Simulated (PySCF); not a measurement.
Two species compared at the same levels of theory.

First species: C6H11F.
InChI=1S/C6H11F/c1-3-6(2)4-5-7/h2-5H2,1H3

Second species: C5H10Cl2Si2.
InChI=1S/C5H10Cl2Si2/c6-4-1-2-5(4)9(7)3-8/h9H,1-3H2,8H3/t9-/m1/s1

Levels: PBE0/pcSseg-1 for dipole moment, HOMO energy, LUMO energy and HOMO–LUMO gap; GFN2-xTB for rotational constant A and rotational constant C. Geometries: GFN2-xTB. Each structure is a single optimised conformer of the isolated species, non-relativistic unless stated; the electronic structure was computed with PySCF and density fitting.

The conformers computed, where there is a choice (atom-mapped SMILES and torsion angles):
- `[CH2:1]=[C:2]([CH2:3][CH3:4])[CH2:5][CH2:6][F:7]`: C1–C2–C3–C4 -116°, C1–C2–C5–C6 -115°, C2–C5–C6–F7 -79°
- `[SiH3:1][CH2:2][Si@@H:3]([Cl:4])[C:5]1=[C:6]([Cl:7])[CH2:8][CH2:9]1`: Si1–C2–Si3–Cl4 -59°, C2–Si3–C5–C6 32°

| property | column X | column Y |
| --- | --- | --- |
| dipole moment | 1.24 D | 1.27 D |
| HOMO energy | -7.34 eV | -7.22 eV |
| LUMO energy | -0.72 eV | 0.45 eV |
| HOMO–LUMO gap | 6.62 eV | 7.67 eV |
| rotational constant A | 0.977 GHz | 3.124 GHz |
| rotational constant C | 0.457 GHz | 1.438 GHz |

Question: Which column belongs to which species?

Answer: Column X is the second species and column Y the first. The first has 18 atoms and 56 electrons, the second 19 and 102.

Question: How does each property change from the first species to the second?

Answer: dipole moment -0.03 D; HOMO energy -0.12 eV; LUMO energy -1.17 eV; HOMO–LUMO gap -1.05 eV; rotational constant A -2.147 GHz; rotational constant C -0.981 GHz.

On the first: In atomic units the dipole is 0.50 e·bohr (1 au = 2.5417 D). A dipole of 1.27 D is allowed in C1, and pure rotational transitions are dipole-allowed.

On the second: In atomic units the dipole is 0.49 e·bohr (1 au = 2.5417 D). A dipole of 1.24 D is allowed in C1, and pure rotational transitions are dipole-allowed.
